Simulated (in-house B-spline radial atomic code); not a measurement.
Atomic self-consistent-field run: the fluorine ion F⁷⁺. Method: scalar-relativistic (X2C) LDA PW92, spin-polarised, spherical fractional occupations, Fermi nucleus of rms radius 2.8976 fm. Calculated with a B-spline radial code for spherical atoms.

Command:
```bash
python run_scf.py task.json out
```
Settings (nuclear radius in fm, mass in u):
```
Z                9
configuration    1s2
hamiltonian      x2c
method           lda,pw
spin_polarised   True
nucleus          fermi
rms_radius       2.8976
atomic_mass      18.9984
speed_of_light   137.035999084
```

Output (hartree, bohr):
```
 radial grid: 62 intervals, B-splines of order 8, outer radius 3.8961 bohr

 iter        energy (Eh)    residual
    1         -74.716792    2.34e-01
    2         -74.992497    1.75e-02
    3         -74.993251    8.21e-03
    4         -74.993418    3.85e-03
    5         -74.993464    2.41e-04
    6         -74.993464    6.08e-08
    7         -74.993464    4.71e-11

 total energy                       -74.99346
 kinetic                              75.0015
 electron-nucleus                   -155.9408
 Hartree                              10.7627
 exchange-correlation                 -4.8168

 orbital      occ     eigenvalue          <r>       <r^2>       <1/r>       r_max
 1s up      1.000       -32.8947     0.174815   0.0410797     8.67941      0.1143
 1s down    1.000       -32.8947     0.174815   0.0410797     8.67941      0.1143

 Slater integrals (Eh)
   F0(1s up,1s up)               5.381340
   F0(1s up,1s down)             5.381340
   F0(1s down,1s down)           5.381340
```

Cost of the run: 0.13 s on 1 thread of Intel(R) Xeon(R) Platinum 8259CL CPU @ 2.50GHz (shared host).
